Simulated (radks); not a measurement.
Values are calculated unless marked as measured or tabulated.
The niobium ion Nb31+, configuration [Ne]. Code: a radial shooting solver on a logarithmic mesh with Libxc functionals. Model: scalar-relativistic Kohn-Sham, r2SCAN, spin-polarised, spherical densities, finite nucleus; meta-GGA in the generalised Kohn-Sham scheme; Fermi nuclear charge, rms radius 4.324 fm. Some entries of the table are withheld. Estimate them.

orbital,occ.,eigenvalue (eV),<r> (bohr)
1s,2,(1),(2)
2s,2,(3),(4)
2p,6,(5),0.1344

Answer. 
(1) 1s eigenvalue (eV): -20554.94
(2) 1s <r> (bohr): 0.03607
(3) 2s eigenvalue (eV): -4247.452
(4) 2s <r> (bohr): 0.1547
(5) 2p eigenvalue (eV): -3980.004
